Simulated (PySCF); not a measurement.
**Shifts of the heteroatoms**

Molfile (atoms numbered from 1):
```
C4H14Si3
     RDKit          3D

 21 20  0  0  0  0  0  0  0  0999 V2000
   -1.8210   -1.4017    0.7139 C   0  0  0  0  0  0  0  0  0  0  0  0
   -1.8172   -0.3739   -0.8787 Si  0  0  0  0  0  4  0  0  0  0  0  0
   -0.0435    0.2228   -1.2769 C   0  0  0  0  0  0  0  0  0  0  0  0
    0.6201    0.8715   -0.1097 C   0  0  0  0  0  0  0  0  0  0  0  0
    0.0381    2.6084    0.3648 Si  0  0  0  0  0  4  0  0  0  0  0  0
    1.5658    0.2481    0.6031 C   0  0  0  0  0  0  0  0  0  0  0  0
    2.2950   -1.4566    0.2993 Si  0  0  0  0  0  4  0  0  0  0  0  0
   -1.3303   -0.8672    1.5230 H   0  0  0  0  0  0  0  0  0  0  0  0
   -1.2982   -2.3446    0.5819 H   0  0  0  0  0  0  0  0  0  0  0  0
   -2.8331   -1.6304    1.0339 H   0  0  0  0  0  0  0  0  0  0  0  0
   -2.6954    0.7940   -0.7167 H   0  0  0  0  0  0  0  0  0  0  0  0
   -2.2966   -1.1780   -2.0124 H   0  0  0  0  0  0  0  0  0  0  0  0
   -0.1073    0.9339   -2.1028 H   0  0  0  0  0  0  0  0  0  0  0  0
    0.5494   -0.6269   -1.6213 H   0  0  0  0  0  0  0  0  0  0  0  0
   -1.1301    2.5230    1.2492 H   0  0  0  0  0  0  0  0  0  0  0  0
    1.1213    3.3056    1.0620 H   0  0  0  0  0  0  0  0  0  0  0  0
   -0.3295    3.3479   -0.8466 H   0  0  0  0  0  0  0  0  0  0  0  0
    1.9819    0.7857    1.4490 H   0  0  0  0  0  0  0  0  0  0  0  0
    2.9665   -1.5132   -1.0056 H   0  0  0  0  0  0  0  0  0  0  0  0
    1.2754   -2.5120    0.3379 H   0  0  0  0  0  0  0  0  0  0  0  0
    3.2799   -1.7193    1.3523 H   0  0  0  0  0  0  0  0  0  0  0  0
  1  2  1  0
  2  3  1  0
  3  4  1  0
  4  5  1  0
  4  6  2  0
  6  7  1  0
  1  8  1  0
  1  9  1  0
  1 10  1  0
  2 11  1  0
  2 12  1  0
  3 13  1  0
  3 14  1  0
  5 15  1  0
  5 16  1  0
  5 17  1  0
  6 18  1  0
  7 19  1  0
  7 20  1  0
  7 21  1  0
M  END
```

Theory: GFN2-xTB geometry, σ from GIAO-PBE0/pcSseg-1, in PySCF 2.14 (no solvent, one averaged value for each set of equivalent atoms, relativity neglected, single conformer).

**Question.** Where does ²⁹Si resonate?

**Answer.** 
```json
{"atoms": "Si2", "environment": "silicon bonded to 2 C, 2 H", "σ (ppm)": "396.9", "δ (ppm)": "-46.3"}
{"atoms": "Si5", "environment": "silicon bonded to C, 3 H", "σ (ppm)": "417.8", "δ (ppm)": "-63.4"}
{"atoms": "Si7", "environment": "silicon bonded to C, 3 H", "σ (ppm)": "441.3", "δ (ppm)": "-82.8"}
```

Shieldings were converted by a linear fit to measured shifts: ²⁹Si (scatter 8.9 ppm rms, 25.8 ppm with the 6 outliers that the fit left out vs TMS, solution or neat liquid). Occasional misses reach two or three times the rms, and more in compound classes unlike the fitted ones.

On a 400 MHz spectrometer ²⁹Si resonates near 79.5 MHz, so 1 ppm is 79.5 Hz.
